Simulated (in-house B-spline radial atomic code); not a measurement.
A radial electron density 4πr²n(r) was computed for an atom or ion in its tabulated ground configuration with a B-spline radial code for spherical atoms; method: Dirac-Hartree-Fock, average of configuration. Columns: r (bohr), 4πr²n(r) (electrons per bohr), bar.

```
 0.00259   0.6678 #
 0.00311   0.9353 #
 0.00373    1.301 ##
 0.00448    1.804 ###
 0.00538    2.483 ####
 0.00645     3.38 #####
 0.00774    4.564 #######
 0.00928    6.082 #########
  0.0111    7.965 ############
  0.0134    10.39 ###############
   0.016    13.09 ###################
  0.0192    16.21 ########################
  0.0231    19.55 #############################
  0.0277    22.71 ##################################
  0.0332    25.36 ######################################
  0.0399    27.09 ########################################
  0.0478    27.48 #########################################
  0.0574    26.46 #######################################
  0.0689    24.36 ####################################
  0.0826    22.08 #################################
  0.0991    20.74 ###############################
   0.119    21.33 ################################
   0.143    23.98 ####################################
   0.171    27.41 #########################################
   0.205    29.67 ############################################
   0.246    28.74 ###########################################
   0.296       24 ####################################
   0.355    17.29 ##########################
   0.426    11.52 #################
   0.511    9.018 #############
   0.613    9.689 ##############
   0.735    11.35 #################
   0.882    11.67 #################
    1.06    9.856 ###############
    1.27    6.854 ##########
    1.52    3.983 ######
    1.83    1.922 ###
    2.19   0.8308 #
    2.63   0.3156 
    3.16   0.1046 
    3.79  0.02854 
    4.54 0.005838
```

(1) Which atom or ion is it?
A. Cr2+
B. V2+
C. Sc2+
D. V+

Results:

(1) B. The area under the curve, ∫4πr²n dr = ∫r·4πr²n d(ln r) on this logarithmic grid, is 21 electrons, which only this option has. The configuration is [Ar] 3d3.
